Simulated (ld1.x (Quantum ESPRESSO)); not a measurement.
# neon (Ne), ultrasoft: configuration errors across variants

neon, ultrasoft, made with ld1.x (Quantum ESPRESSO) 7.5 (PBE, scalar-relativistic). Core [He], reference 2s2 2p6. Waves: 2s (bound): rcut 0.50, rcutus 0.70 bohr; 2s channel at -2.3 Ry: rcut 0.50, rcutus 0.70 bohr; 2p (bound): rcut 1.20, rcutus 1.35 bohr; 2p channel at 0.05 Ry: rcut 1.20, rcutus 1.35 bohr; 3d channel at 0.05 Ry: rcut 1.05, rcutus 1.40 bohr. Local part: all-electron potential smoothed inside 1.35 bohr (lloc = -1). Core correction: a·sin(br)/r model core inside 0.35 bohr. Augmentation charge: built from norm-conserving waves at rcut, not smoothed further.

All-electron excitation energies from the reference (eV): (1) 2s2 2p5 22.475; (2) 2s2 2p4 65.744; (3) 2s2 2p3 133.174; (4) 2s2 2p5.5 8.868; (5) 2s2 2p2 227.803; (6) 2s1 2p6 45.883.

2 further variants failed, have other tests or too few solved ones, and are left out.

Errors AE − PS in meV (a dash: test not solved or not reliable):

```csv
change,(1),(2),(3),(4),(5),(6),bound ghosts
base,+24,+181,+659,+3.6,+1741,-17,none
"wave 2p channel at 0.05 Ry: rcut 1.20, rcutus 1.35 bohr becomes 2p channel at 0.46 Ry: rcut 1.20, rcutus 1.35 bohr",+49,+386,+1321,+7.2,+3045,+6.1,none
core correction a·sin(br)/r model core inside 0.44 bohr,+24,+180,+655,+3.6,+1727,-13,none
"waves 2p (bound): rcut 1.20, rcutus 1.70 bohr; 2p channel at 0.05 Ry: rcut 1.20, rcutus 1.70 bohr",+10,+99,+439,+1.2,+1378,-32,none
```

Give the same row for: all radii but the core radius scaled by about 1.21 (s 0.84, p 1.64, d 1.70 bohr, rcut 0.60/1.46/1.26); local potential all-electron potential smoothed inside 1.64 bohr (lloc = -1).

-717, -2334, -3535, -201, –, -1133; bound ghosts: not determined. Not counted: 2s2 2p2 (solver errors, printed error -229 eV).
